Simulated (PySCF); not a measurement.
## Correlation energy of Hg²⁺ (mercury, charge +2)

Starting occupation: [Xe] 4f14 5d9 6s1, 5d3/2 with m_j = -3/2, -1/2, +1/2, +3/2, 5d5/2 with m_j = -3/2, -1/2, +1/2, +3/2, +5/2, 6s1/2 with m_j = +1/2. All numbers are calculated (PySCF 2.14, X2C-1e with screened-nucleus spin-orbit coupling, Gaussian nucleus, in x2c-SVPall-2c with one added diffuse shell each of s, p, d type (8s11p10d2f, 105 functions)). Frozen: [Kr] 4d10 4f14; 18 electrons correlated; the 22 highest virtual spinors left out.

MP2 pair energies summed by pair of shells (mhartree):

```json
{"pair": "5d3/2-5d5/2", "energy": "-79.42", "share (%)": "29.8"}
{"pair": "5d5/2-5d5/2", "energy": "-45.03", "share (%)": "16.9"}
{"pair": "5d3/2-5d3/2", "energy": "-27.05", "share (%)": "10.1"}
{"pair": "5d5/2-5p3/2", "energy": "-26.01", "share (%)": "9.8"}
{"pair": "5d3/2-5p3/2", "energy": "-18.51", "share (%)": "6.9"}
{"pair": "5d5/2-6s1/2", "energy": "-13.57", "share (%)": "5.1"}
{"pair": "5p3/2-5p3/2", "energy": "-9.48", "share (%)": "3.6"}
{"pair": "5d3/2-6s1/2", "energy": "-9.20", "share (%)": "3.5"}
{"pair": "5p1/2-5p3/2", "energy": "-7.77", "share (%)": "2.9"}
{"pair": "5d5/2-5p1/2", "energy": "-7.54", "share (%)": "2.8"}
{"pair": "5d3/2-5p1/2", "energy": "-5.80", "share (%)": "2.2"}
{"pair": "5d5/2-5s1/2", "energy": "-3.14", "share (%)": "1.2"}
{"pair": "5p3/2-5s1/2", "energy": "-3.04", "share (%)": "1.1"}
{"pair": "5p3/2-6s1/2", "energy": "-2.74", "share (%)": "1.0"}
{"pair": "5d3/2-5s1/2", "energy": "-2.50", "share (%)": "0.9"}
{"pair": "5p1/2-5p1/2", "energy": "-1.98", "share (%)": "0.7"}
{"pair": "5s1/2-5s1/2", "energy": "-1.41", "share (%)": "0.5"}
{"pair": "5p1/2-5s1/2", "energy": "-1.33", "share (%)": "0.5"}
{"pair": "5p1/2-6s1/2", "energy": "-0.69", "share (%)": "0.3"}
{"pair": "5s1/2-6s1/2", "energy": "-0.36", "share (%)": "0.1"}
```

Total MP2 correlation energy: -266.57 mhartree.

This basis was not built for core-valence correlation, so the inner-shell part is incomplete.
